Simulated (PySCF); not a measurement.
Spin states of GaB⁺

Unrestricted PBE0; basis Ga def2-SVPD, B def2-SVPD; no relativity; PySCF 2.14. Outer shells of the fragments: Ga+ 3d10 4s2; B 2s2 2p1.

Followed along the bond (rough minima from three points):

```csv
2Ms+1,unpaired,⟨S²⟩ at the start,R at minimum (Å),Te (eV)
2,σ ↑,0.76,2.76,0.00
2,π ↑,0.83,2.41,0.45
4,"σ ↑↑, π ↑",3.75,2.06,2.06
```

Solutions found at the starting distance of 2.120 Å, counted from the lowest of them; the search is not exhaustive and high or unbound solutions are not listed, so other states can lie among these:

```
2Ms+1   unpaired   term  E (eV)  ⟨S²⟩  ⟨Lz²⟩  μ (D)
    2        π ↑     ²Π    0.00  0.83   1.00   1.30
    2        σ ↑    ²Σ⁺    0.16  0.76   0.00   2.47
    4  σ ↑↑, π ↑     ⁴Π    1.48  3.75   1.00   0.77
    4  σ ↑, π ↑↑    ⁴Σ⁻    1.86  3.77   0.00   0.13
    2  σ ↑↑, π ↓  mixed    2.31  1.75   1.00   0.75
    2  σ ↑, π ↑↓  mixed    2.76  1.77   2.01   0.27
    2  σ ↓, π ↑↑  mixed    3.08  1.77   0.00   0.26
    2        σ ↑  mixed    3.57  0.85   2.00   0.58
    4  σ ↑, π ↑↑  mixed    4.65  3.79   2.01   2.54
```

A term symbol is given only where ⟨S²⟩ and ⟨Lz²⟩ are close to those of a pure state; real π, δ and φ orbitals otherwise mix terms. A positive dipole points towards B; it is taken about the centre of mass and depends on that origin.

Compare the gap between the two lowest followed solutions at the starting distance with the gap between their minima.

At PBE0 the second solution (doublet, unpaired electrons π ↑) lies -0.16 eV from the first (doublet, unpaired electrons σ ↑) at 2.120 Å and +0.45 eV at the minima; the two curves relax by different amounts, since their minima lie near 2.41 and 2.76 Å.

Spin–orbit coupling is left out. Counting both spins, an empty level lies below a filled one in some of these solutions, because spin and occupation are held.
